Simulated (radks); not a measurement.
All-electron atom: Se XVI in [Ar] 3d1.

All-electron calculation, Dirac Kohn-Sham, BLYP, spin-unpolarised, spherical densities, finite nucleus; open shells fill j = l - 1/2 first; Fermi nuclear charge, rms radius 4.14 fm. Program: a radial shooting solver on a logarithmic mesh with Libxc functionals.

Energy parts (eV):
part                       energy
total                  -63141.639
kinetic                 64760.456
electron-nucleus      -142516.481
Hartree                 16569.717
exchange-correlation    -1955.331

Orbitals (lengths in bohr, moments of r in powers of bohr; <r^-3> diverges for s and p1/2; r(max) is where P^2 peaks):
\begin{tabular}{lrrrrrr}
orbital & occ. & eigenvalue (eV) & <r^2> & <r^-3> & r(max) & <1/r> \\ \hline
1s1/2 & 2 & -13013.05 & 0.002617 & - & 0.02880 & 34.56 \\
2s1/2 & 2 & -2120.112 & 0.04472 & - & 0.1644 & 7.718 \\
2p1/2 & 2 & -1956.427 & 0.03446 & - & 0.1295 & 7.672 \\
2p3/2 & 4 & -1914.446 & 0.03587 & 1184 & 0.1326 & 7.437 \\
3s1/2 & 2 & -647.9016 & 0.3038 & - & 0.4744 & 2.815 \\
3p1/2 & 2 & -591.9924 & 0.2969 & - & 0.4595 & 2.741 \\
3p3/2 & 4 & -583.9599 & 0.3047 & 228.7 & 0.4661 & 2.686 \\
3d3/2 & 1 & -494.0629 & 0.2620 & 33.38 & 0.3887 & 2.542 \\
3d5/2 & 0 & -492.5118 & 0.2640 & 32.47 & 0.3904 & 2.529 \\
\end{tabular}

The highest occupied level is 3d3/2 at -494.06 eV. For comparison, the ionisation energy in NIST's Atomic Spectra Database is 517 eV (theoretical). In exact Kohn-Sham theory the highest level is minus the ionisation energy, but local and semilocal functionals leave it too shallow, through self-interaction and a potential that decays too fast; potentials with the right tail come closer.

Beside tabulated values, note that spin-unpolarised runs miss the spin-polarisation part of the exchange energy of open shells.
